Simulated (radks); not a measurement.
The numbers below are computed, except where a source is named.
Problem. The mean radii <r> (bohr) of the occupied orbitals of an atom or ion are listed with their occupations. Level of theory: Dirac Kohn-Sham, PBE, spin-unpolarised, spherical densities, point nucleus (a radial shooting solver on a logarithmic mesh with Libxc functionals).

orbital     occ.      <r>
1s1/2          2  0.01834
2s1/2          2  0.07694
2p1/2          2  0.06365
2p3/2          4  0.07161
3s1/2          2   0.2005
3p1/2          2   0.1906
3p3/2          4   0.2053
3d3/2          4   0.1797
3d5/2          6   0.1842
4s1/2          2   0.4487
4p1/2          2   0.4537
4p3/2          4   0.4865
4d3/2          4   0.5023
4d5/2          6   0.5135
5s1/2          2    1.043
5p1/2          2    1.134
4f5/2    5.57143   0.5834
5p3/2          4    1.224
4f7/2    7.42857   0.5916
5d3/2        0.8    1.594
5d5/2        1.2    1.633
6s1/2          2    2.463

Name the element and its charge. Open shells, if any, are shared by 2j + 1.

Solution. Z = 74, tungsten, charge +3: W3+ in [Xe] 4f13 5d2 6s2. The 1s radius gives Z: for a bare nucleus <r> = (2 gamma + 1)/(2Z) with gamma = sqrt(1 - (Z/c)^2), 0.01813 bohr for Z = 74, and screening makes it slightly larger (0.01834 here). The occupations add up to 71, and the charge is Z minus that.
